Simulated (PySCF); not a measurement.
These compounds are isomers of formula C5H4FNO.

A. SMILES C=C(C#N)[C@@]1(F)CO1
B. SMILES N#C[C@H](F)OC1C=C1
C. `N#CC/C(F)=C/C=O`
D. SMILES Oc1ccncc1F

Spectrum 1. ¹H NMR (500 MHz, computed): δ 10.35 (m, 1H), 5.58 (m, 1H), 3.27 (m, 2H). ¹³C{¹H} NMR (computed): δ 190.3 (CH), 178.7 (C), 121.0 (CH), 117.9 (C), 24.1 (CH2).

Spectrum 2. ¹H NMR (500 MHz, computed): δ 6.98 (dd, J = 2.1, 1.1 Hz, 1H), 6.79 (dd, J = 2.0, 1.1 Hz, 1H), 3.20 (dd, J = 5.8, 4.2 Hz, 1H), 3.04 (dd, J = 5.8, 3.1 Hz, 1H). ¹³C{¹H} NMR (computed): δ 145.7 (CH2, d, J = 3.4 Hz), 126.3 (C, d, J = 34.7 Hz), 120.0 (C, d, J = 6.8 Hz), 93.1 (C, d, J = 324.0 Hz), 51.7 (CH2, d, J = 18.4 Hz).

Spectrum 3. ¹H NMR (500 MHz, computed): δ 8.76 (m, 1H), 8.63 (d, 1H), 7.12 (m, 1H), 5.51 (br s, 1H). ¹³C{¹H} NMR (computed): δ 158.2 (C), 157.9 (C), 152.7 (CH), 143.4 (CH), 116.9 (CH).

Spectrum 4. ¹H NMR (500 MHz, computed): δ 7.86 (m, 1H), 7.68 (m, 1H), 6.15 (m, 1H), 4.10 (m, 1H). ¹³C{¹H} NMR (computed): δ 133.0 (CH), 125.3 (CH), 117.6 (C), 101.2 (CH), 53.2 (CH).

- geometry from GFN2-xTB
- PBE0/pcSseg-1 with gauge-including orbitals
- B3LYP/pcJ-1 coupling constants (spin–dipole term left out of most H,H and C,H couplings)
- program: PySCF 2.14
- gas phase, averaged over atoms made equivalent by symmetry, fast rotation or ring inversion, single conformer, non-relativistic Hamiltonian

Referencing at the same level of theory: TMS for ¹H, ¹³C. Multiplet labels drop J under 1 Hz and among equivalent protons, and merge close values. Unscaled 3J(H,H) run several per cent high. Splittings of carbon signals by F and P are missing where no couplings were computed. Where no couplings were computed, multiplicities follow the n + 1 count of equivalent neighbours, and m marks all less simple cases (inequivalent or close neighbours, rings, F or P nearby). One-bond C–F couplings are unscaled and too large by tens of Hz. Shifts are as computed. Against solution values, carbons near 30 ppm lie about +3 ppm off and those near 130 ppm about +5 ppm. Of 1211 compounds with measured shifts, 218 miss one by over three times the rms of a fit or turn the order of signals round; such compounds aren't used in these exercises. OH and NH positions are gas-phase values without hydrogen bonding to other molecules.

Which spectrum belongs to which compound?

Results:

1–C, 2–A, 3–D, 4–B.

- Spectrum 1 (C): 5 ¹³C signals; δC 190.3 is an aldehyde carbonyl carbon; δC 178.7 is a β carbon of a C=C–C=O unit.
- Spectrum 2 (A): 5 ¹³C signals; δC 145.7 is a terminal =CH2 carbon; δC 126.3 is a fully substituted alkene carbon.
- Spectrum 3 (D): 5 ¹³C signals; δC 158.2 is an aromatic carbon bearing fluorine; δC 157.9 is an aromatic carbon bearing oxygen.
- Spectrum 4 (B): 5 ¹³C signals; δC 133.0 is an alkene CH; δC 125.3 is an alkene CH.
